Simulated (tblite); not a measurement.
C6H15NP (charge -1).
Cartesian coordinates in Å at the GFN2-xTB level; atoms count from 1:
```
atom  x, y, z in Å
C1     2.3039   -0.2143    1.2281
N2     1.5127   -0.2414    0.0255
C3     2.2417   -0.8461   -1.0588
P4     0.6127    1.2356   -0.3575
C5    -1.1326    0.4860   -0.1024
C6    -2.1314    1.6048   -0.3846
C7    -1.3858   -0.6730   -1.0642
C8    -1.3200   -0.0107    1.3297
H9     2.4775   -1.2444    1.5802
H10    1.7626    0.3385    1.9920
H11    3.2921    0.2595    1.0899
H12    3.2287   -0.3819   -1.2339
H13    2.4118   -1.9130   -0.8395
H14    1.6548   -0.7571   -1.9699
H15   -2.0033    1.9694   -1.4024
H16   -1.9553    2.4396    0.2918
H17   -3.1607    1.2543   -0.2582
H18   -1.2952   -0.3313   -2.0941
H19   -0.6480   -1.4538   -0.8947
H20   -2.3875   -1.0941   -0.9195
H21   -0.5815   -0.7790    1.5468
H22   -1.1797    0.8101    2.0314
H23   -2.3222   -0.4310    1.4745
```

Method: GFN2-xTB as coded in tblite; computed harmonic values from a numerical Hessian at the method's own geometry, unscaled. Errors from tens to a few hundred cm⁻¹ against measured bands are possible. One conformer, not necessarily the lowest.

Harmonic wavenumbers (cm⁻¹): 50.7, 81.0, 122.3, 191.4, 193.3, 223.3, 231.6, 243.4, 252.8, 264.8, 305.6, 334.9, 368.4, 380.5, 391.0, 422.4, 590.7, 620.5, 842.1, 943.8, 953.2, 956.3, 958.6, 1017.3, 1021.6, 1037.6, 1080.1, 1130.1, 1180.0, 1191.7, 1214.1, 1222.8, 1227.5, 1376.4, 1381.2, 1392.0, 1402.5, 1406.7, 1479.9, 1488.4, 1489.4, 1498.1, 1502.2, 1506.7, 1508.3, 1513.4, 1514.6, 1525.8, 2766.7, 2768.0, 2820.5, 2834.5, 2888.2, 2896.1, 2917.3, 2998.6, 3005.8, 3006.8, 3013.6, 3022.4, 3023.6, 3024.3, 3028.5.

A = 2646, B = 1104, C = 1070 MHz; mass 132.094 u (most abundant isotopes); point group Cs, symmetry number 1.

**Question.** Zero-point energy?

**Answer.** Half the sum of the wavenumbers: 43623 cm⁻¹ = 521.85 kJ/mol.

**Question.** What is S at 400 K and 1 bar for an ideal gas of classical rigid rotors and harmonic oscillators?

**Answer.** Translation 175.87, rotation 125.09, vibration 192.55: S = 493.5 J/(mol K).

**Question.** And Cp and H(400 K) − H(0)?

**Answer.** Cp = 228.15 J/(mol K), of which vibrations give 194.89 (their classical limit is 63 R = 523.8); H(400 K) − H(0) = 54.18 kJ/mol without the zero-point energy, 40.87 from vibrations.

**Question.** Which modes carry the vibrational entropy at 400 K?

**Answer.** 50.7 cm⁻¹: 22.48; 81.0 cm⁻¹: 18.60; 122.3 cm⁻¹: 15.21; 191.4 cm⁻¹: 11.58; 193.3 cm⁻¹: 11.50; 223.3 cm⁻¹: 10.36 J/(mol K); the other 57 give 102.83 together.

**Question.** How do the functions run with temperature in this model?

**Answer.** 
```
 T (K)  S (J/(mol K))  Cp (J/(mol K))  H − H(0) (kJ/mol)  G − H(0) (kJ/mol)  ln q(vib)
    50          242.5            53.0               2.03             -10.10       0.41
   100          289.9            88.4               5.55             -23.44       1.54
298.15          433.3           183.5              33.20             -95.99       7.70
373.15          478.1           216.5              48.21            -130.18      10.04
   500          548.9           268.8              79.06            -195.37      13.91
   750          674.0           348.6             156.86            -348.61      21.19
  1000          782.3           403.8             251.33            -530.95      28.00
```

q(vib) and H(0) count from the zero-point level.

**Question.** Blend soft modes into free rotors: weight 1/[1 + (100 cm⁻¹/ν̃)⁴] for the oscillator and the rest for a rotor with moment μB/(μ + B), μ = h/(8π²ν), B = 10⁻⁴⁴ kg m². What vibrational entropy results?

**Answer.** 182.25 J/(mol K) in place of 192.55, which changes −T·S at 400 K by +4.12 kJ/mol.

Hindered rotation and anharmonicity are outside this model. Other conformers, if any are populated, would add a mixing term that is left out.
